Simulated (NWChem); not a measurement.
# LiOH; SMILES [Li][OH]

```xyz
3

Li    -0.7681    -0.7187    -0.6607
O      0.1917     0.1794     0.1649
H      0.7808     0.7305     0.6716
```
Atoms are numbered in this order, from 1.

All runs use the structure optimised with PBE0/def2-SVP.

**Question.** List the 6 lowest vertical singlet excitations and the 6 lowest triplet ones from BHandHLYP/aug-cc-pVDZ, TDA (NWChem).

**Answer.** 
```tsv
state	energy (eV)	oscillator strength	leading excitation (squared amplitude)
S1	4.85	0.036	HOMO → LUMO (0.57)
S2	4.85	0.036	HOMO−1 → LUMO (0.57)
S3	6.44	0.000	HOMO−1 → LUMO+2 (0.17)
S4	6.44	0.037	HOMO → LUMO+7 (0.34)
S5	6.44	0.037	HOMO−1 → LUMO+7 (0.34)
S6	6.44	0.000	HOMO → LUMO+6 (0.31)
T1	4.79	spin-forbidden	HOMO → LUMO (0.59)
T2	4.79	spin-forbidden	HOMO−1 → LUMO (0.59)
T3	6.21	spin-forbidden	HOMO−1 → LUMO+5 (0.19)
T4	6.26	spin-forbidden	HOMO → LUMO+7 (0.39)
T5	6.26	spin-forbidden	HOMO−1 → LUMO+7 (0.39)
T6	6.31	spin-forbidden	HOMO−1 → LUMO+5 (0.31)
```
